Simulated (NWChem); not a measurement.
System: BN₂H₄Cl; SMILES NB(Cl)N

Output (shortened):

```
             Northwest Computational Chemistry Package (NWChem) 7.3.0
             --------------------------------------------------------

                             Geometry "geometry" -> ""
                             -------------------------

 Output coordinates in angstroms (scale by  1.889725989 to convert to a.u.)

  No.       Tag          Charge          X              Y              Z
 ---- ---------------- ---------- -------------- -------------- --------------
    1 B                    5.0000     0.00000000     0.00000000     0.43948300
    2 Cl                  17.0000     0.00000000     0.00000000    -1.35692700
    3 N                    7.0000     0.00000000    -1.24694200     1.09178600
    4 H                    1.0000     0.00000000    -1.35499000     2.09575400
    5 H                    1.0000     0.00000000    -2.11496200     0.57753100
    6 N                    7.0000     0.00000000     1.24694200     1.09178600
    7 H                    1.0000     0.00000000     1.35499000     2.09575400
    8 H                    1.0000     0.00000000     2.11496200     0.57753100

 Effective nuclear repulsion energy (a.u.)     144.4267108682

  pbe96 is a nonlocal functional; adding pw91lda local functional.
                              NWChem Property Module
                              ----------------------

                                 NWChem DFT Module
                                 -----------------

 Summary of "ao basis" -> "ao basis" (spherical)
 ------------------------------------------------------------------------------
       Tag                 Description            Shells   Functions and Types
 ---------------- ------------------------------  ------  ---------------------
 B                         def2-svpd                 8       20   4s2p2d
 Cl                        def2-svpd                11       27   5s4p2d
 N                         def2-svpd                 8       20   4s2p2d
 H                         def2-svpd                 4        8   2s2p

            General Information
            -------------------
          SCF calculation type: DFT
          Wavefunction type:  closed shell.
          No. of atoms     :     8
          No. of electrons :    40
           Alpha electrons :    20
            Beta electrons :    20
          Charge           :     0
          Spin multiplicity:     1
          Use of symmetry is: off; symmetry adaption is: off
          Maximum number of iterations: 150
          AO basis - number of functions:   119
                     number of shells:    51
          Convergence on energy requested:  1.00D-06
          Convergence on density requested:  1.00D-05
          Convergence on gradient requested:  5.00D-04

              XC Information
              --------------
          PerdewBurkeErnzerhof Exchange Functional  1.000
            Perdew 1991 LDA Correlation Functional  1.000 local
           PerdewBurkeErnz. Correlation Functional  1.000 non-local

             Grid Information
             ----------------
          Grid used for XC integration:  medium
          Radial quadrature: Mura-Knowles
          Angular quadrature: Lebedev.
          Tag              B.-S. Rad. Rad. Pts. Rad. Cut. Ang. Pts.
          ---              ---------- --------- --------- ---------
          B                   0.85       49          10.0       434
          Cl                  1.00       88          11.0       590
          N                   0.65       49          11.0       434
          H                   0.35       45          12.0       434
          Grid pruning is: on
          Number of quadrature shells:   415
          Spatial weights used:  Erf1

      Superposition of Atomic Density Guess
      -------------------------------------

 Sum of atomic energies:        -594.31991990

      Non-variational initial energy
      ------------------------------

 Total energy =    -596.249944
 1-e energy   =   -1102.693697
 2-e energy   =     362.017042
 HOMO         =      -0.343692
 LUMO         =       0.030733

   convergence    iter        energy       DeltaE   RMS-Dens  Diis-err
 ---------------- ----- ----------------- --------- --------- ---------
 d= 0,ls=0.0,diis     1   -596.4454521262 -7.41D+02  1.38D-02  6.49D-01
 d= 0,ls=0.0,diis     2   -596.4334783569  1.20D-02  6.10D-03  7.23D-01
 d= 0,ls=0.0,diis     3   -596.5047129656 -7.12D-02  1.75D-03  8.78D-02
 d= 0,ls=0.0,diis     4   -596.5139384072 -9.23D-03  5.36D-04  3.60D-03
 d= 0,ls=0.0,diis     5   -596.5144382301 -5.00D-04  1.27D-04  3.10D-04
  Resetting Diis
 d= 0,ls=0.0,diis     6   -596.5144764940 -3.83D-05  4.64D-05  1.75D-05
 d= 0,ls=0.0,diis     7   -596.5144788934 -2.40D-06  1.99D-05  8.17D-07
 d= 0,ls=0.0,diis     8   -596.5144787679  1.25D-07  9.87D-06  1.71D-06

         Total DFT energy =     -596.514478767919
      One electron energy =    -1106.721496500046
           Coulomb energy =      413.063848670881
    Exchange-Corr. energy =      -47.283541806913
 Nuclear repulsion energy =      144.426710868159

 Numeric. integr. density =       40.000003645860

                       DFT Final Molecular Orbital Analysis
                       ------------------------------------

 Vector   18  Occ=2.000000D+00  E=-2.658732D-01
              MO Center= -1.8D-10, -4.2D-10, -1.2D+00, r^2= 1.6D+00
   Bfn.  Coefficient  Atom+Function         Bfn.  Coefficient  Atom+Function
  ----- ------------  ---------------      ----- ------------  ---------------
    33      0.611233  2 Cl py                30      0.471993  2 Cl py
    27      0.273008  2 Cl py                36      0.121378  2 Cl py
    51      0.076689  3 N  s                 87     -0.076688  6 N  s
    54      0.072175  3 N  pz                90     -0.072175  6 N  pz
    68     -0.060788  4 H  s                104      0.060788  7 H  s

 Vector   19  Occ=2.000000D+00  E=-2.522445D-01
              MO Center= -2.3D-09, -9.1D-09, -3.6D-01, r^2= 3.1D+00
   Bfn.  Coefficient  Atom+Function         Bfn.  Coefficient  Atom+Function
  ----- ------------  ---------------      ----- ------------  ---------------
    32      0.485753  2 Cl px                29      0.383521  2 Cl px
    52      0.260041  3 N  px                88      0.260041  6 N  px
    26      0.220056  2 Cl px                55     -0.168003  3 N  px
    91     -0.168003  6 N  px                 5      0.117387  1 B  px
     8     -0.066313  1 B  px                35      0.055471  2 Cl px

 Vector   20  Occ=2.000000D+00  E=-2.217238D-01
              MO Center= -3.8D-09,  1.3D-08,  1.1D+00, r^2= 2.6D+00
   Bfn.  Coefficient  Atom+Function         Bfn.  Coefficient  Atom+Function
  ----- ------------  ---------------      ----- ------------  ---------------
    52      0.431806  3 N  px                88     -0.431806  6 N  px
    55     -0.295449  3 N  px                91      0.295449  6 N  px
    16      0.064958  1 B  d -2              11      0.046772  1 B  d -2
    73     -0.036357  4 H  px               109      0.036357  7 H  px
    81     -0.026763  5 H  px               117      0.026763  8 H  px

 Vector   21  Occ=0.000000D+00  E=-2.065476D-02
              MO Center= -1.2D-07,  2.4D-08,  1.4D+00, r^2= 9.7D+00
   Bfn.  Coefficient  Atom+Function         Bfn.  Coefficient  Atom+Function
  ----- ------------  ---------------      ----- ------------  ---------------
     4      3.922971  1 B  s                 51     -3.339506  3 N  s
    87     -3.339504  6 N  s                  3      2.441645  1 B  s
    25     -1.614167  2 Cl s                 20     -0.676390  1 B  d  2
    37     -0.594878  2 Cl pz                10      0.545069  1 B  pz
    77      0.547505  5 H  s                113      0.547505  8 H  s

 Vector   22  Occ=0.000000D+00  E= 2.466274D-02
              MO Center= -4.7D-10,  1.7D-09,  3.1D-01, r^2= 3.3D+00
   Bfn.  Coefficient  Atom+Function         Bfn.  Coefficient  Atom+Function
  ----- ------------  ---------------      ----- ------------  ---------------
     5      0.609040  1 B  px                 8     -0.513769  1 B  px
    35      0.243087  2 Cl px                52     -0.228613  3 N  px
    88     -0.228613  6 N  px                32      0.199939  2 Cl px
    55      0.183898  3 N  px                91      0.183898  6 N  px
    46      0.130424  2 Cl d  1              73      0.123281  4 H  px

 Vector   23  Occ=0.000000D+00  E= 2.626263D-02
              MO Center= -2.7D-08, -3.8D-08,  1.1D+00, r^2= 1.1D+01
   Bfn.  Coefficient  Atom+Function         Bfn.  Coefficient  Atom+Function
  ----- ------------  ---------------      ----- ------------  ---------------
    51      4.721587  3 N  s                 87     -4.721588  6 N  s
    69     -1.760607  4 H  s                105      1.760608  7 H  s
    77     -1.507061  5 H  s                113      1.507061  8 H  s
     9      1.364330  1 B  py                75      0.653008  4 H  pz
   111     -0.653009  7 H  pz                82     -0.622097  5 H  py

     Multipole analysis of the density
     ---------------------------------

     L   x y z        total         alpha         beta         nuclear
     -   - - -        -----         -----         ----         -------
     0   0 0 0     -0.000000    -20.000000    -20.000000     40.000000

[...]

 DFT Linear Response polarizability / au
 Frequency  =       0.0000000 / au
              X              Y              Z
 -----------------------------------------------
 X      37.4623845      0.0000001     -0.0000003
 Y       0.0000001     52.5126011      0.0000001
 Z      -0.0000003      0.0000001     55.2766114
 -----------------------------------------------
 Eigenvalues =      37.4623845     52.5126011     55.2766114
 Isotropic   =      48.4171990
 Anisotropic =      16.6056534
 -----------------------------------------------

 Magnetic Dipole Response Matrix (nonzero elements):

 Exiting AOResponse driver routine
```

Level: PBE/def2-SVPD. Geometry: optimised at PBE0/def2-SVP.

Reconstruct the input file.

Several could match; the one computed here: the input that was run:
```
start job
memory heap 200 mb stack 900 mb global 1100 mb
geometry units angstroms noautosym nocenter noautoz
  B      0.000000     0.000000     0.439483
  Cl     0.000000     0.000000    -1.356927
  N      0.000000    -1.246942     1.091786
  H      0.000000    -1.354990     2.095754
  H      0.000000    -2.114962     0.577531
  N      0.000000     1.246942     1.091786
  H      0.000000     1.354990     2.095754
  H      0.000000     2.114962     0.577531
end
basis spherical
  * library def2-svpd
end
dft
  xc xpbe96 cpbe96
  iterations 150
end
property
  response 1 0.0
end
task dft property
```
